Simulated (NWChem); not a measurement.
System: PbSiH3Br, singlet; SMILES [SiH3][Pb][Br]

Low-valent species are run as closed-shell singlets; no triplet was tried in these runs. This build's default masses of Se (78.918 u) and Br (79.917 u) are each other's, which moves their modes by up to 0.6 %. def2 effective core potentials on Pb; no spin-orbit coupling.

**Question.** Give the equilibrium geometry at PBE0/def2-SVP with def2 effective core potentials on Pb (NWChem) as a Z-matrix, with the point group.

**Answer.** point group Cs; any orientation.
```
Si
H 1 1.4991
H 1 1.4991 2 108.11
H 1 1.5019 2 107.60 3 -115.93
Pb 1 2.7547 2 109.70 4 -124.51
Br 5 2.6410 1 89.61 2 -59.23
```
